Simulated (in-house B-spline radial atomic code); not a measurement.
Configurations of the magnesium ion Mg⁺, with energies counted from [Ne] 3s1. Computed with a radial B-spline atomic code at the basis-set limit: scalar-relativistic (X2C) LC-wPBE, spin-polarised, spherical fractional occupations, exact exchange averaged over the configuration, Fermi nucleus of rms radius 3.057 fm. Shells without spins written out take the highest spin.

Occupations are held fixed; configurations that lie above the ionisation limit could autoionise.

| configuration | E - E(ref) (eV) | highest orbital | its <r> (bohr) |
| --- | --- | --- | --- |
| [Ne] 4d1 | 11.602 | 4d up | 10.12 |
| [He] 2s2 2p5 3s1 3d1 | 60.968 | 3d up | 4.063 |
| [He] 2s2 2p5 3s1 4p1 | 62.347 | 4p up | 6.789 |
| [He] 2s2 2p5 3s1 4f1 | 64.645 | 4f up | 8.762 |
| [He] 2s1 2p6 3s1 4p1 | 95.519 | 4p up | 6.799 |
| [He] 2s1 2p6 3s1 4f1 | 97.81 | 4f up | 8.762 |

Task: Order these further configurations by energy, lowest first.
A. [Ne] 4p1
B. [He] 2s1 2p6 3s1 4d1
C. [He] 2s1 2p6 3s1 3d1
D. [He] 2s1 2p6 3s2
E. [He] 2s2 2p5 3s1 4d1

Result: A (9.9584 eV), E (64.238 eV), D (83.658 eV), C (94.122 eV), B (97.397 eV).

Task: How far above the reference does [Ne] 3p1 lie?

Result: 4.3735 eV; its least bound orbital is 3p up with <r> = 3.429 bohr.
